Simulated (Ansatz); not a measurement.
**The atomisation energy (no zero-point term) down a group: B to In**

Gas-phase molecules, one atom swapped for its congeners: C2H9BO `[BH3-][O+](C)C`; C2H9AlO `C[O+](C)[AlH3-]`; C2H9GaO `C[O+](C)[GaH3-]`; C2H9InO `C[O+](C)[InH3-]`. All are singlets with charge 0.

Shapes, held fixed at every level: PBE0-D4/def2-TZVP. Programs: Ansatz 0.2.0. Values in eV.

(1) How should the atomisation energy change along the series?

## Answers

(1) At CCSD(T)/def2-TZVPP the atomisation energy falls at every step, from 46.84 to 42.08 eV. Every level shows the same order. For atoms past krypton def2 sets carry core potentials with scalar relativity. Relativity is left out for Ga. Outer-core shells of Ga, In are correlated in most correlated rows, in sets that cover them unevenly. Spin-orbit coupling, which grows down the group, is left out (summed over each molecule's free atoms 0.02, 0.03, 0.09, 0.20 eV). Coupled cluster in double- or triple-zeta sets underbinds by a few per cent against its basis-set limit.

```json
{"level": "HF/def2-SVP", "C2H9BO": "36.36", "C2H9AlO": "34.05", "C2H9GaO": "32.96", "C2H9InO": "31.76"}
{"level": "SPW92/def2-TZVPP", "C2H9BO": "54.25", "C2H9AlO": "50.60", "C2H9GaO": "49.93", "C2H9InO": "48.72"}
{"level": "r2SCAN-D4/def2-TZVPP", "C2H9BO": "47.91", "C2H9AlO": "44.96", "C2H9GaO": "44.07", "C2H9InO": "42.84"}
{"level": "BHLYP-D4/def2-TZVPP", "C2H9BO": "46.85", "C2H9AlO": "44.06", "C2H9GaO": "43.00", "C2H9InO": "41.85"}
{"level": "PBE0-D4/def2-TZVPP", "C2H9BO": "47.78", "C2H9AlO": "44.65", "C2H9GaO": "43.76", "C2H9InO": "42.59"}
{"level": "B2PLYP/def2-TZVPP", "C2H9BO": "47.42", "C2H9AlO": "44.47", "C2H9GaO": "43.50", "C2H9InO": "42.27"}
{"level": "CCSD(T)/def2-TZVPP", "C2H9BO": "46.84", "C2H9AlO": "44.08", "C2H9GaO": "43.32", "C2H9InO": "42.08"}
```
